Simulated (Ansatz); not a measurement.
`[Br][Zn][Br]` + H–F → `[F][Zn][Br]` + HBr at 700 K and 1 bar (ligand exchange at a Zn–Br bond).

Computed with Ansatz on PBE0-D4/def2-TZVP structures; ΔE is electronic, products minus reactants. CCSD(T)/CBS is the MP2 limit (def2-TZVPP, def2-QZVPP) plus CCSD(T) − MP2 in def2-TZVPP, frozen cores. This one scheme is used for every species. For Br, Zn outer-core shells are correlated without core-valence functions, which leaves a few kJ/mol of doubt a bond. Scalar relativity is left out up to krypton.

```csv
species,CCSD(T)/CBS energy (Eh),H − E (kJ/mol),S (J/(mol·K))
`[Br][Zn][Br]`,-6925.13790,44.1,351.9
H–F,-100.39570,45.2,198.5
`[F][Zn][Br]`,-4451.58211,44.8,332.5
HBr,-2573.91920,36.5,223.7
```

H − E and S are ideal-gas, rigid-rotor, harmonic terms from PBE0-D4/def2-TZVP. 1 Eh = 2625.50 kJ/mol, R = 8.31446 J/(mol·K).

Problem. By hand: ΔE, ΔH, ΔS and ΔG.

Solution. ΔE = (-4451.58211) + (-2573.91920) − (-6925.13790) − (-100.39570) = 0.03229 Eh = 84.8 kJ/mol. Δ(H − E) = 44.8 + 36.5 − 44.1 − 45.2 = -8.0, so ΔH = 76.8 kJ/mol. ΔS = 332.5 + 223.7 − 351.9 − 198.5 = 5.8 J/(mol·K). ΔG = 76.8 − 700 × (5.8)/1000 = 72.7 kJ/mol.

Problem. By hand: the equilibrium constant, and the temperature at which ΔG would vanish if ΔH and ΔS stayed fixed.

Solution. log₁₀ K = −ΔG/(RT ln 10) = -5.4. ΔG = 0 at ΔH/ΔS = 13241 K, far beyond where these terms or the molecules hold.

The number of gas molecules stays the same, so ΔS is small and ΔH decides. A doubt of 5 kJ/mol in ΔE shifts log₁₀ K by 0.4 here. These are equilibria of isolated gas molecules and say nothing of rates. Largest T1 diagnostic: 0.014 (customary marks: 0.02 for closed shells, 0.045 for open ones).
